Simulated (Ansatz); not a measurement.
```yaml
crystal:
  periodic: [false, false, false]
  atoms:
    - {symbol: Cl, position_ang: [-2.061938, -0.170840, 1.569457]}
    - {symbol: B, position_ang: [-0.320958, 0.748826, 0.958727]}
    - {symbol: C, position_ang: [0.708222, 0.174936, 0.119969]}
    - {symbol: C, position_ang: [0.088070, -0.577562, -1.184045]}
    - {symbol: O, position_ang: [0.509308, -1.238583, 0.343370]}
    - {symbol: H, position_ang: [-0.157622, 2.042421, 1.112690]}
    - {symbol: H, position_ang: [1.668928, 0.524394, 0.165074]}
    - {symbol: H, position_ang: [0.907490, -0.750876, -1.717049]}
    - {symbol: H, position_ang: [-0.918750, -0.812803, -1.248276]}
basis:
  gaussian: {orbitals: def2-SVPD, point_charges: [{charge: 0.50, position_ang: [4.353, 0.504, -0.958]}]}
hamiltonian: {xc: {name: B3LYP}}
scf: {lower_state_search: light}
relax: {f_tol: 0.001, max_steps: 1}
output: {forces: true}
```

```sh
$ ansatz run in.yaml --threads 2 --pin off --events-out ev --progress --plain --max-ram 4352MiB
```

How does Ansatz answer? (An estimate is asked.)

Ansatz gave: The calculation stopped without meeting its thresholds.
```
Functional definition: B3LYP
1214 factors; their error is unknown
mean field evaluation 1: about -17371.1220 eV, gradient 4.1e1 eV
mean field evaluation 2: about -17362.8451 eV, gradient 7.6e1 eV
mean field evaluation 4: about -17374.8164 eV, gradient 4.0e0 eV
mean field evaluation 8: about -17374.8526 eV, gradient 1.1e-1 eV
mean field evaluation 16: about -17374.8957 eV, gradient 2.6e-4 eV
mean field -17374.89570976 eV, -638.5156402063 hartree, gradient 1.4e-5 eV, S^2 0.000000; 0 other end points of the search recorded, 0 dependent functions left out
reference -17374.89598181 eV, -638.5156502041 hartree; 23, 23 occupied and 119, 119 virtual orbitals, 1214 factors
relax step   1: F+E_penalty+E_count = -17374.89570976 eV  Δ(F+E_penalty+E_count) = +0.000e0 eV  max|allowed force component| = 8.266e0 eV/Å  Δτ_max = 0.0000 Å  (32 SCF iters, accepted)
Error: geometry relaxation did not converge after 1 steps: max|allowed force component| = 8.27e0 eV/Å (threshold 1.0e-3). Raise `relax.max_steps` over both its present limit and 1, loosen `relax.f_tol`, or start from a geometry closer to equilibrium. Where this run's directory can be resumed (`checkpoint.write`), a resume goes on for up to `relax.max_steps` more
```

B3LYP here is the variant with VWN-RPA as its local correlation; programs differ in this.
